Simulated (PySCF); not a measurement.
RbF, SMILES [F][Rb]. Atoms are numbered in the order given.

```xyz
2

Rb     0.0000     0.0000    -0.4635
F      0.0000     0.0000     1.9054
```
Charge 0, spin multiplicity 1.

The structure is a stationary point at PBE-D3(BJ)/def2-TZVPD. The def2 effective core potentials stand for the cores of Rb; spin–orbit coupling is left out.

Level of theory: PBE/def2-TZVPD run with PySCF.

Gas-phase values at a fixed geometry.

```json
{
 "total_energy": "-123.93610 hartree",
 "point_group": "C∞v",
 "highest_occupied_level": "-4.47 eV",
 "lowest_empty_level": "-1.61 eV",
 "orbital_gap": "2.86 eV",
 "dipole_moment": "8.93 D",
 "quadrupole, principal values (traceless, Buckingham form, about the centre of nuclear charge)": "-14.29, 7.14, 7.14 D·Å",
 "mean_static_polarisability": "27.9 bohr³ (4.14 Å³)",
 "polarisability_principal_values": "21.5, 21.5, 40.7 bohr³"
}
```
